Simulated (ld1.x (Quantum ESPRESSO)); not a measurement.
**Scattering properties, TM potential for Tl (Z = 81)**

```json
{
 "Element": "Tl",
 "Generator": "ld1.x (Quantum ESPRESSO) 7.5",
 "Type": "norm-conserving Troullier–Martins (Kleinman–Bylander form)",
 "Functional": "PW91",
 "Relativity": "fully relativistic",
 "Frozen core": "[Xe] 4f14 5d10",
 "Valence charge": "3",
 "Reference configuration": "6s2 6p1",
 "Partial waves": "6s (bound): rc 2.00 bohr; 6p (bound): rc 2.05 bohr; 6d channel at 0.5 Ry: rc 1.55 bohr",
 "Local potential": "all-electron potential smoothed inside 1.30 bohr (lloc = -1)",
 "Core correction": "none"
}
```

Open shells are filled in proportion to 2j + 1 (rel_dist='average').

The phase is arctan(r·u′/u) with u = r·R(r), unwrapped; energies in Ry, scanned from -3 to 5 Ry. A pole is an energy at which the radial function vanishes at the test radius. The pseudo phase is shifted by a multiple of π to meet the all-electron one at the reference energy, and phase errors are pseudo minus all-electron; the curves can meet again beyond the range given. Levels narrower than the energy grid can be missing from the lists of poles.

Q: For each channel, where are the poles, and over which energies does the pseudopotential scatter like the atom?

A:

| channel | radius (bohr) | reference energy (Ry) | poles, all-electron | poles, pseudo | unbroken range about the reference energy with phases within 0.05 rad | phase error 1 Ry above the reference energy (rad) |
| --- | --- | --- | --- | --- | --- | --- |
| s | 2.25 | -0.71 | 2.36 | 1.76 | below 1.7 | -0.013 |
| p1/2 | 2.25 | -0.23 | 3.94 | 3.34 | below 3.8 | -0.017 |
| p3/2 | 2.25 | -0.16 | 4.99 | 3.50 | below 0.8 | -0.054 |
| d3/2 | 2.25 | 0.50 | -0.79 | -0.82 | -1.1 to 2.4 | -0.004 |
| d5/2 | 2.25 | 0.50 | -0.56 | -0.57 | -1.3 to 3.2 | -0.001 |

Note: ghost states, extra bound levels that the all-electron valence spectrum of the same l lacks: s at -231.4 eV, p1/2 at -78.3 eV, p3/2 at -71.3 eV, d3/2 at -17.4 eV, d5/2 at -14.7 eV. A true bound ghost makes a file unfit for plane-wave use.

Phases in the s channel:

```json
{"E (Ry)": "-3.00", "all-electron": "1.202", "pseudo": "1.196"}
{"E (Ry)": "-2.52", "all-electron": "1.133", "pseudo": "1.126"}
{"E (Ry)": "-2.04", "all-electron": "1.018", "pseudo": "1.011"}
{"E (Ry)": "-1.56", "all-electron": "0.798", "pseudo": "0.791"}
{"E (Ry)": "-1.08", "all-electron": "0.309", "pseudo": "0.306"}
{"E (Ry)": "-0.60", "all-electron": "-0.504", "pseudo": "-0.505"}
{"E (Ry)": "-0.12", "all-electron": "-1.034", "pseudo": "-1.041"}
{"E (Ry)": "0.36", "all-electron": "-1.272", "pseudo": "-1.286"}
{"E (Ry)": "0.84", "all-electron": "-1.396", "pseudo": "-1.418"}
{"E (Ry)": "1.32", "all-electron": "-1.472", "pseudo": "-1.505"}
{"E (Ry)": "1.80", "all-electron": "-1.524", "pseudo": "-1.577"}
{"E (Ry)": "2.28", "all-electron": "-1.565", "pseudo": "-1.657"}
{"E (Ry)": "2.76", "all-electron": "-1.598", "pseudo": "-1.810"}
{"E (Ry)": "3.24", "all-electron": "-1.627", "pseudo": "-2.996"}
{"E (Ry)": "3.72", "all-electron": "-1.655", "pseudo": "-4.456"}
{"E (Ry)": "4.20", "all-electron": "-1.683", "pseudo": "-4.614"}
{"E (Ry)": "4.68", "all-electron": "-1.713", "pseudo": "-4.678"}
```
